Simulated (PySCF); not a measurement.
PySCF input (B3PW91/6-31G* (5d)):

```python
from pyscf import gto, dft

mol = gto.M(
    atom='''
    C    -1.75773085   -0.10134345    0.05558461
    C    -0.74252211   -1.22251470    0.05791304
    C     0.56677545   -0.84964834    0.00782957
    C     1.06008694    0.49517278   -0.04619186
    N     1.44093606    1.59274886   -0.08962976
    H    -1.37583168    0.93737169    0.01383326
    H    -2.44356205   -0.23660060   -0.79067201
    H    -2.39151303   -0.18586039    0.94776521
    H     1.36469773   -1.59415053    0.00566966
    ''',
    basis='6-31g*',
    charge=-1,
    spin=0,
    verbose=4,
)

mf = dft.RKS(mol, xc='b3pw91')
mf.grids.level = 3
mf.conv_tol = 1e-9
mf.max_cycle = 100
mf.max_memory = 1500
mf.kernel()
if not mf.converged:
    mf = mf.newton()
    mf.kernel(mf.make_rdm1())
mf.dip_moment()
```

From the output:

```
SCF max_cycles = 100
direct_scf = True
direct_scf_tol = 1e-13
XC library pyscf.dft.libxc version 7.1.2
    S. Lehtola, C. Steigemann, M. J. T. Oliveira, and M. A. L. Marques,  SoftwareX 7, 1–5 (2018)
XC functionals = b3pw91
    A. D. Becke,  J. Chem. Phys. 98, 5648 (1993)
radial grids:
    Treutler-Ahlrichs [JCP 102, 346 (1995); DOI:10.1063/1.469408] (M4) radial grids

becke partition: Becke, JCP 88, 2547 (1988); DOI:10.1063/1.454033
pruning grids: <function nwchem_prune>
grids dens level: 3
symmetrized grids: False
atomic radii adjust function: <function treutler_atomic_radii_adjust>
small_rho_cutoff = 0
Set gradient conv threshold to 3.16228e-05
Initial guess from minao.
tot grids = 109608
init E= -209.802200074906
  HOMO = -0.240264796122583  LUMO = -0.0987130573671382  gap/eV = 3.85182
cycle= 1 E= -209.324183779909  delta_E= 0.478  |g|= 0.566  |ddm|= 3.19
  HOMO = 0.144128966111925  LUMO = 0.269030782722145  gap/eV = 3.39875
cycle= 2 E= -209.241189493266  delta_E= 0.083  |g|= 0.827  |ddm|= 1.88
  HOMO = 0.0491891940030529  LUMO = 0.212981066956992  gap/eV = 4.45700
cycle= 3 E= -209.404674060601  delta_E= -0.163  |g|= 0.207  |ddm|= 1.06
  HOMO = 0.0344355624228214  LUMO = 0.195815006299783  gap/eV = 4.39136
cycle= 4 E= -209.41490247809  delta_E= -0.0102  |g|= 0.0543  |ddm|= 0.242
  HOMO = 0.0390449735170835  LUMO = 0.1965716880935  gap/eV = 4.28652
cycle= 5 E= -209.415390018852  delta_E= -0.000488  |g|= 0.0293  |ddm|= 0.0826
  HOMO = 0.0355776406402928  LUMO = 0.196309738410661  gap/eV = 4.37374
cycle= 6 E= -209.415626432327  delta_E= -0.000236  |g|= 0.00714  |ddm|= 0.0402
  HOMO = 0.0361342562756555  LUMO = 0.196685985994197  gap/eV = 4.36884
cycle= 7 E= -209.415638822776  delta_E= -1.24e-05  |g|= 0.00112  |ddm|= 0.00663
  HOMO = 0.0361080351201086  LUMO = 0.196629434775526  gap/eV = 4.36801
cycle= 8 E= -209.415639123842  delta_E= -3.01e-07  |g|= 0.000283  |ddm|= 0.00152
  HOMO = 0.0360790954970023  LUMO = 0.196616746595841  gap/eV = 4.36845
cycle= 9 E= -209.415639144611  delta_E= -2.08e-08  |g|= 0.000112  |ddm|= 0.000522
  HOMO = 0.0360787736147001  LUMO = 0.1966213768737  gap/eV = 4.36859
cycle= 10 E= -209.415639148183  delta_E= -3.57e-09  |g|= 1.54e-05  |ddm|= 0.000154
  HOMO = 0.0360783940045226  LUMO = 0.196620734153155  gap/eV = 4.36858
cycle= 11 E= -209.41563914827  delta_E= -8.69e-11  |g|= 3.64e-06  |ddm|= 3.14e-05
  HOMO = 0.0360779309154147  LUMO = 0.196620734635418  gap/eV = 4.36859
Extra cycle  E= -209.415639148267  delta_E= 2.61e-12  |g|= 4.8e-06  |ddm|= 1.19e-05
converged SCF energy = -209.415639148267

WARN: System has nonzero charge -1; the dipole moment is origin-dependent.
Location of origin: [0. 0. 0.]

Dipole moment(X, Y, Z, Debye): -0.59158,  0.46950,  0.00402
```

The dipole moment of an ion depends on the origin.

The geometry given is a B3LYP-D3(BJ)/def2-TZVP minimum.
